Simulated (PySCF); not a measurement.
SCF from a fresh guess for quintet [IrSe2]+, at the PBE0 minimum. PySCF input:

```python
from pyscf import gto, scf, dft
mol = gto.M(atom='''
Ir    -0.000000     0.000000    -0.582250
Se     1.852230    -0.000000     0.702900
Se    -1.852230     0.000000     0.702900''',
    basis={'Ir': 'def2-SVP', 'Se': 'def2-SVP'},
    ecp={'Ir': 'def2-SVP'},
    charge=1, spin=4)
mf = dft.UKS(mol, xc='PBE0')
mf.grids.atom_grid = (50, 194)
aux = {'Ir': 'def2-universal-JKFIT', 'Se': 'def2-universal-JKFIT'}
mf = mf.density_fit(auxbasis=aux)
mf.conv_tol = 1e-08
mf.diis_space = 10
mf.max_cycle = 60
mf.init_guess = 'minao'
mf.verbose = 4
mf.kernel()
```

Excerpt of the output (cycles alone):

```
init E= -4892.75176992477
cycle= 1 E= -4904.93343866502  delta_E= -12.2  |g|= 1.32  |ddm|= 5.82
cycle= 2 E= -4894.47804568808  delta_E= 10.5  |g|= 3.35  |ddm|= 7.14
cycle= 3 E= -4905.89713718636  delta_E= -11.4  |g|= 0.327  |ddm|= 6.81
cycle= 4 E= -4905.95698508765  delta_E= -0.0598  |g|= 0.165  |ddm|= 0.561
cycle= 5 E= -4905.97093213737  delta_E= -0.0139  |g|= 0.0709  |ddm|= 0.164
cycle= 6 E= -4905.97157857051  delta_E= -0.000646  |g|= 0.0682  |ddm|= 0.0557
cycle= 7 E= -4905.97316254949  delta_E= -0.00158  |g|= 0.045  |ddm|= 0.061
cycle= 8 E= -4905.97436899003  delta_E= -0.00121  |g|= 0.00441  |ddm|= 0.0764
cycle= 9 E= -4905.97438331182  delta_E= -1.43e-05  |g|= 0.000854  |ddm|= 0.00649
cycle= 10 E= -4905.97438397633  delta_E= -6.65e-07  |g|= 0.000922  |ddm|= 0.0023
cycle= 11 E= -4905.974384686  delta_E= -7.1e-07  |g|= 0.000197  |ddm|= 0.00226
cycle= 12 E= -4905.97438480263  delta_E= -1.17e-07  |g|= 5.67e-05  |ddm|= 0.00113
cycle= 13 E= -4905.97438482123  delta_E= -1.86e-08  |g|= 3.09e-05  |ddm|= 0.000533
cycle= 14 E= -4905.97438482411  delta_E= -2.88e-09  |g|= 6.02e-06  |ddm|= 0.000214
Extra cycle  E= -4905.97438482438  delta_E= -2.66e-10  |g|= 3.76e-06  |ddm|= 4.51e-05
converged SCF energy = -4905.97438482438  <S^2> = 6.0179912  2S+1 = 5.0071913
```

This is not the lowest solution: another start and a stability analysis within the same unrestricted form found one 6.6 kJ/mol lower, at -4905.97691 Eh.

Other spin states or occupations of the open shell can lie lower. No spin–orbit coupling is included, which matters more the heavier the element.

The search for the lowest solution, 3 starts and the stability check together, took 14 s on 4 threads of a shared Arm Neoverse V1 host, with 96 basis functions; the process peaked at 0.46 GiB.
